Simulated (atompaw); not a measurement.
**Ca (Z = 20): from the effect back to the setting (PAW (atompaw))**

Base potential:

```
Element                 : Ca (Z = 20)
Generator               : atompaw 4.2.0.5
Type                    : PAW
Functional              : PBE
Relativity              : scalar-relativistic
Frozen core             : [Ne]
Valence charge          : 10
Reference configuration : 3s2 3p6 3d0 4s1.5 4p0.5
Partial waves           : 3s (bound): rc 1.30 bohr; 4s (bound): rc 2.25 bohr; 3p (bound): rc 1.30 bohr; 4p (bound): rc 2.05 bohr; 3d (bound, empty): rc 2.25 bohr; 3d channel at 1.65 Ry: rc 1.85 bohr
Local potential         : troulliermartins scheme with l = 3 at 0.5 Ry, radius 2.15 bohr
Core correction         : smooth core density matched at 1.60 bohr
Augmentation charge     : sinc compensation charge, radius 1.85 bohr; PAW radius 2.25 bohr; waves and projectors: custom polynom2 7 10 vanderbiltortho
```

Cutoffs, loose and tight: the cutoffs (Ry, on a coarse ladder) from which the occupation-weighted sum of valence levels, in a spherical-Bessel basis at the reference potential, stays within 10 and 1 mRy of its value at 400 Ry. They see the waves, projectors and local potential, not the compensation charge or the core.

Only the scale of all radii (base = 1) is moved (1 further runs of the sweep failed or gave no value and are left out):

| scale of all radii (base = 1) | cutoff, loose | cutoff, tight | bound ghosts |
| --- | --- | --- | --- |
| 0.89 | 45 Ry | 260 Ry | none |
| 1.05 | 25 Ry | 180 Ry | none |
| 1.2 | 25 Ry | 80 Ry | none |
| 1.27 | 21 Ry | 35 Ry | none |

Question: One more run gave cutoff, loose: 45 Ry; cutoff, tight: 230 Ry; bound ghosts: none. Which value of the scale of all radii (base = 1) was used?

Answer: 0.99. The tight cutoff moves one way along this sweep, from 260 Ry at 0.89 to 35 Ry at 1.27, which places the run between 0.89 and 1.05.
